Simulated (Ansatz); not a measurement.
`[BH2][SnH2][AlH][CH3]`, one more setting.

```yaml
crystal:
  periodic: [false, false, false]
  atoms:
    - {symbol: B, position_ang: [-2.642921, 0.895380, 0.212012]}
    - {symbol: Sn, position_ang: [-0.561297, 1.526850, -0.246247]}
    - {symbol: Al, position_ang: [1.133844, -0.297754, 0.722083]}
    - {symbol: C, position_ang: [1.761514, -1.784477, -0.375734]}
    - {symbol: H, position_ang: [-3.234785, 0.168426, -0.529357]}
    - {symbol: H, position_ang: [-3.159974, 1.202179, 1.244696]}
    - {symbol: H, position_ang: [-0.194937, 3.054127, 0.439011]}
    - {symbol: H, position_ang: [-0.304124, 1.670470, -1.935774]}
    - {symbol: H, position_ang: [1.605102, -0.185554, 2.239192]}
    - {symbol: H, position_ang: [1.329082, -2.721777, -0.005441]}
    - {symbol: H, position_ang: [1.497140, -1.689446, -1.430568]}
    - {symbol: H, position_ang: [2.848256, -1.893625, -0.299773]}
basis:
  gaussian: {orbitals: def2-TZVP, final_grid: {core_spheres: 8, valence_spheres: 7, degree: 23}, point_charges: [{charge: 2.00, position_ang: [6.167, 0.764, -0.960]}]}
total_charge: 1
magnetization: {spin_polarized: true, initial_magnetization: 1}
hamiltonian: {xc: {name: B2GP-PLYP}}
scf: {lower_state_search: off}
```

```sh
$ ansatz run in.yaml --threads 4 --pin off --events-out ev --progress --plain --max-ram 10444MiB
```

It prints (some lines left out):

```
Functional definition: B2GP-PLYP
1494 factors; integrals over basis functions are off by at most 1.4e-3 eV
mean field evaluation 1: about -14230.4224 eV, gradient 3.6e1 eV
mean field evaluation 2: about -14230.5030 eV, gradient 3.6e1 eV
mean field evaluation 4: about -14237.0092 eV, gradient 3.0e0 eV
mean field evaluation 8: about -14237.1034 eV, gradient 3.9e-1 eV
mean field evaluation 16: about -14237.1066 eV, gradient 2.6e-3 eV
mean field evaluation 32: about -14237.1066 eV, gradient 1.3e-5 eV
mean field -14237.10659205 eV, -523.2040170003 hartree, gradient 5.5e-6 eV, S^2 0.779188; 0 other end points of the search recorded, 0 dependent functions left out
11 core orbitals not correlated: weight in the atoms' cores, before any rotation towards them, 1.000 or more for the frozen orbitals, at most 0.000 for the correlated occupied ones
reference -14237.10675129 eV, -523.2040228524 hartree; 16, 15 occupied and 170, 171 virtual orbitals, 1494 factors
second order -20.23745523 eV of doubles, -0.00000000 eV of singles
Total energy: -14244.39223518 eV, -523.4717594469 hartree
Checks for a lower state left out: stability, starts, cluster_reference, orbital_swaps, neighbouring_geometries, increment
```

Hardware: 4 threads of an INTEL XEON PLATINUM 8581C on a shared host. Wall time 2.3 s, peak host memory 0.57 GiB.
